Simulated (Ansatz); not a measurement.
Species, as SMILES: Br (HBr).
Geometry (B3LYP-D3(BJ)/def2-TZVP, fixed):
```xyz
2

Br     0.0000     0.0000    -0.0396
H      0.0000     0.0000     1.3852
```
Charge 0, spin multiplicity 1.

Basis-set convergence of the dipole moment at PBE0 with Ansatz (an electronic-structure program). Dipoles come from the density behind the forces; the sign is taken along the dipole that this method gives in the largest set. Cartesian d functions, on some or all atoms, in 6-31G, 6-31G**; all else is spherical. The program fits the integrals of some runs and decomposes those of others, by size. No added dispersion term, no relativity. Reference: the value in aug-cc-pV5Z, 0.872 D.

| basis | functions | dipole moment (D) |
|---|---|---|
| 6-31G | 31 | … |
| def2-SV(P) | 34 | 1.079 |
| def2-SVP | 37 | 1.080 |
| 6-31G** | 40 | … |
| aug-cc-pVDZ | 45 | 0.913 |
| aug-pcseg-1 | 45 | 0.929 |
| def2-SVPD | 49 | 0.890 |
| pcseg-2 | 57 | 0.983 |
| def2-TZVPD | 66 | … |
| aug-pcseg-2 | 82 | … |
| def2-QZVPPD | 131 | 0.871 |
| cc-pV5Z | 159 | 0.891 |
| aug-cc-pV5Z | 220 | 0.872 |

Question: Fill in the missing entries.

Answer: 
- 6-31G, dipole moment (D): 1.441
- 6-31G**, dipole moment (D): 1.144
- def2-TZVPD, dipole moment (D): 0.878
- aug-pcseg-2, dipole moment (D): 0.881
